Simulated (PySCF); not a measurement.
Precursor series W Cl-OH. Isolated molecules, 0 K electronic values unless said otherwise. One relaxed conformer stands for each flexible species; it need not be the lowest.

The HOMO–LUMO gap from two functionals at the same geometries (BP86-D3(BJ)/def2-SVP), both in PySCF: PBE-D3(BJ)/def2-TZVP and B3LYP-D3(BJ)/def2-TZVP. B3LYP has the VWN-RPA correlation part, as in Gaussian. 

```
species                                   B3LYP-D3(BJ)/def2-TZVP (eV)
----------------------------------------  ---------------------------
0 of 6 Cl replaced by OH ([W(Cl)6])                              3.45
2 of 6 Cl replaced by OH ([W(Cl)4(OH)2])                         3.27
3 of 6 Cl replaced by OH ([W(Cl)3(OH)3])                         3.69
4 of 6 Cl replaced by OH                                         3.83
5 of 6 Cl replaced by OH ([W(Cl)(OH)5])                          4.74
6 of 6 Cl replaced by OH ([W(OH)6])                              5.49
```

Q: What does PBE-D3(BJ)/def2-TZVP give for each?

A: 
- 0 of 6 Cl replaced by OH ([W(Cl)6]): 2.10
- 2 of 6 Cl replaced by OH ([W(Cl)4(OH)2]): 1.94
- 3 of 6 Cl replaced by OH ([W(Cl)3(OH)3]): 2.27
- 4 of 6 Cl replaced by OH: 2.34
- 5 of 6 Cl replaced by OH ([W(Cl)(OH)5]): 3.16
- 6 of 6 Cl replaced by OH ([W(OH)6]): 3.65
Over these rows, drawn at random from the members with no instability flagged (it was tested for open shells, ions and some series alone), PBE minus B3LYP-D3(BJ): mean -1.50 eV, from -1.84 eV to -1.33 eV.
